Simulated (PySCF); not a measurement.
C7H9FOSi.
SMILES: `FC[SiH2]OC1=CC=CC=C1`

A linear-response calculation (PySCF, def2-SVPD basis, gas phase, vertical, core orbitals frozen in the response) gave these numbers; the functional is withheld.

Orbital energies (eV): HOMO-3 -10.84, HOMO-2 -10.26, HOMO-1 -8.72, HOMO -7.98, LUMO 0.63, LUMO+1 0.96, LUMO+2 0.99.

```csv
state,E (eV),f,"main configurations (H = HOMO, L = LUMO)"
S1,5.24,0.021,"H→L (75%), H-1→L+1 (23%)"
S2,5.98,0.075,"H→L+1 (71%), H-1→L (26%)"
S3,6.36,0.0012,"H→L+2 (67%), H→L+3 (24%)"
S4,6.76,0.0012,"H→L+4 (81%), H→L+5 (11%)"
S5,6.88,0.0033,"H→L+3 (60%), H→L+2 (20%)"
S6,6.93,0.801,"H-1→L (70%), H→L+1 (25%)"
```

Triplets (Tamm–Dancoff): T1 4.03 eV, H→L+1 (58%), H-1→L (34%); T2 4.41 eV, H→L (93%); T3 4.74 eV, H-1→L (62%), H→L+1 (35%); T4 5.44 eV, H-1→L+1 (95%).

Vertical ionisation energy by ΔSCF with the same functional: 8.61 eV. Mean static polarisability: 111.1 au.

Question: Name the functional.
A. CAM-B3LYP
B. B3LYP
C. HF
D. PBE

Answer: A. CAM-B3LYP is range-separated, 19% exact exchange at short range and 65% at long range (ω = 0.33 bohr⁻¹). In this run −ε(HOMO) = 7.98 eV differs from the ΔSCF value by -0.63 eV, and S1 differs from the orbital gap of 8.61 eV by -3.36 eV. The ratio −ε(HOMO)/IP is 0.93. Usual ranges for neutral molecules in this basis: 0.85 to 0.93 with CAM-B3LYP, 0.5 to 0.7 with PBE, 0.67 to 0.83 with B3LYP; with Hartree–Fock the ratio is 1 or more (Koopmans' value less the relaxation energy is the ΔSCF value). The other options: PBE, a GGA without exact exchange; HF, time-dependent Hartree–Fock, 100% exact exchange; B3LYP, a global hybrid with 20% exact exchange.

Computed, not measured: TDDFT CAM-B3LYP/def2-SVPD, vertical, gas phase, core orbitals frozen in the response in PySCF 2.14.0, density-fitted response routines. Geometry: PBE0-D3(BJ)/def2-SVP, one conformer, isolated molecule.

Conformer computed: `[F:1][CH2:2][SiH2:3][O:4][c:5]1[cH:6][cH:7][cH:8][cH:9][cH:10]1`: F1–C2–Si3–O4 180°, C2–Si3–O4–C5 180°, Si3–O4–C5–C6 180°.
